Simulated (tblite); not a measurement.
Compound: C4H10BO2P.
Numbering: `[PH2:1][BH:2][C@@H:3]1[CH2:4][CH2:5][O:6][CH2:7][O:8]1` (hydrogens: H9, H10 on P1; H11 on B2; H12 on C3; H13, H14 on C4; H15, H16 on C5; H17, H18 on C7)

Computed with GFN2-xTB (tblite), gas phase: L-BFGS steps from a force-field or distance-geometry start until the largest atomic force falls under 0.01 eV/Å.

At the end of the run (lengths in Å): P1–B2 1.860, P1–H10 1.381, P1–H9 1.379, C7–O8 1.391, C4–H14 1.091, C4–H13 1.091, O6–C7 1.396, B2–C3–C4 112.0°, B2–C3–O8 111.5°, O6–C7–O8 113.7°, C3–C4–C5 108.4°, P1–B2–C3–C4 -51°, B2–C3–C4–C5 -177°, C3–C4–C5–O6 54°, H9–P1–B2–C3 -142°, H11–B2–P1–H9 47°.

Question: These geometries were met on the way; a selection of coordinates is given. Order them by energy above the end point, lowest first.
A. P1–B2 1.889, P1–H10 1.398, P1–H9 1.410, C7–O8 1.392, C4–H14 1.090, C4–H13 1.089, O6–C7 1.394, B2–C3–C4 117.1°, B2–C3–O8 108.2°, O6–C7–O8 115.4°, C3–C4–C5 107.3°, P1–B2–C3–C4 -90°, B2–C3–C4–C5 -178°, C3–C4–C5–O6 59°, H9–P1–B2–C3 -100°, H11–B2–P1–H9 72°
B. P1–B2 1.866, P1–H10 1.387, P1–H9 1.383, C7–O8 1.390, C4–H14 1.092, C4–H13 1.092, O6–C7 1.397, B2–C3–C4 116.6°, B2–C3–O8 110.7°, O6–C7–O8 113.5°, C3–C4–C5 106.5°, P1–B2–C3–C4 -73°, B2–C3–C4–C5 178°, C3–C4–C5–O6 56°, H9–P1–B2–C3 -129°, H11–B2–P1–H9 51°
C. P1–B2 1.920, P1–H10 1.383, P1–H9 1.385, C7–O8 1.395, C4–H14 1.090, C4–H13 1.090, O6–C7 1.395, B2–C3–C4 111.2°, B2–C3–O8 110.0°, O6–C7–O8 113.5°, C3–C4–C5 109.4°, P1–B2–C3–C4 -118°, B2–C3–C4–C5 -172°, C3–C4–C5–O6 51°, H9–P1–B2–C3 -47°, H11–B2–P1–H9 134°
D. P1–B2 1.863, P1–H10 1.384, P1–H9 1.395, C7–O8 1.389, C4–H14 1.091, C4–H13 1.091, O6–C7 1.393, B2–C3–C4 116.9°, B2–C3–O8 110.0°, O6–C7–O8 112.6°, C3–C4–C5 106.0°, P1–B2–C3–C4 -77°, B2–C3–C4–C5 179°, C3–C4–C5–O6 57°, H9–P1–B2–C3 -120°, H11–B2–P1–H9 56°
E. P1–B2 1.941, P1–H10 1.458, P1–H9 1.451, C7–O8 1.422, C4–H14 1.121, C4–H13 1.117, O6–C7 1.419, B2–C3–C4 111.2°, B2–C3–O8 108.8°, O6–C7–O8 110.7°, C3–C4–C5 109.4°, P1–B2–C3–C4 -118°, B2–C3–C4–C5 -172°, C3–C4–C5–O6 51°, H9–P1–B2–C3 -48°, H11–B2–P1–H9 133°

Answer: B (0.076 eV), D (0.126 eV), A (0.214 eV), C (0.358 eV), E (0.579 eV).

```tsv
step	E above end (eV)	rms distance from the end, all atoms (Å)	largest force (eV/Å)	rms shift of all bonds from the end (Å)
47	0.076	0.279	0.171	0.003
41	0.126	0.322	0.297	0.004
35	0.214	0.414	0.403	0.011
5	0.358	0.676	0.359	0.015
0	0.579	0.687	1.391	0.036
```

Rows stand in the order of the answer.
